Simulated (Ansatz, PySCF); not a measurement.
Reaction (SMILES): O=[SiH2] [oxosilane] -> O=[SiH-] + H+
Geometries: B3LYP-D3(BJ)/def2-TZVP minima from Ansatz (an electronic-structure program). Frequencies are from Ansatz or PySCF. Unstable Hartree-Fock reference: O=[SiH-].

Quantity: gas-phase deprotonation energy (0 K, with B3LYP-D3(BJ) harmonic zero-point energies), in kcal/mol. Correlated levels leave the core frozen unless marked. No spin-orbit coupling. No relativistic terms. Anions need diffuse functions: aug- sets have them; def2-D sets add few; the other sets have none. CBS marks a two-point X^-3 extrapolation of the correlation energy; Hartree-Fock from the larger set.

CCSD(T)/CBS(aug-cc-pV(T+d)Z,aug-cc-pV(Q+d)Z) (Ansatz) gives 349.0 kcal/mol.

Problem. Another calculation gave 348.6 kcal/mol. Which level was it?
(A) SVWN5/def2-TZVPD (Ansatz)
(B) B3LYP/def2-TZVPD (Ansatz)
(C) BP86/def2-TZVPD (PySCF)
(D) BHLYP/def2-TZVPD (Ansatz)

Solution. B, B3LYP/def2-TZVPD (Ansatz). The others give 351.2 (BHLYP), 337.6 (SVWN5), 346.0 (BP86) kcal/mol.
